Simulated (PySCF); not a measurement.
# Worked example: chemical shift, span and skew from a shielding tensor

B(CCH)(Me)2 (C4H7B), SMILES B(C#C)(C)C. Atoms are numbered in the order given.

```xyz
12

B      0.0000     0.0000     0.4015
C      0.0000     0.0000    -1.1305
C      0.0000     0.0000    -2.3505
H      0.0000     0.0000    -3.4250
C      0.0125    -1.3710     1.1730
H      0.4373    -1.2976     2.1869
H     -1.0525    -1.6543     1.3028
H      0.4873    -2.1980     0.6241
C     -0.0125     1.3710     1.1730
H     -0.4373     1.2976     2.1869
H      1.0525     1.6543     1.3028
H     -0.4873     2.1980     0.6241
```

Geometry: B3LYP-D3(BJ)/def2-SVP.

GIAO shieldings from PySCF with HF/pcSseg-1, non-relativistic, no solvent. The symmetric part of the tensor of C2 has the principal values -22.7, 4.5, 336.4 ppm. The same nucleus in TMS has σ = 192.6 ppm at this level (PySCF, at its B3LYP-D3(BJ)/def2-TZVP geometry).

Task: Work out the isotropic shielding, the ¹³C shift against TMS, the span and the skew.

Result: 
σ(iso) = (σ11 + σ22 + σ33)/3 = 106.1 ppm. δ = σ(ref) − σ(iso) = 192.6 − (106.1) = 86.5 ppm.
Span Ω = σ33 − σ11 = 359.1 ppm. Skew κ = 3(σ(iso) − σ22)/Ω = 0.85. Tumbling in solution averages the tensor to δ; in a static solid the shielding alone would spread this spin-1/2 line over Ω.
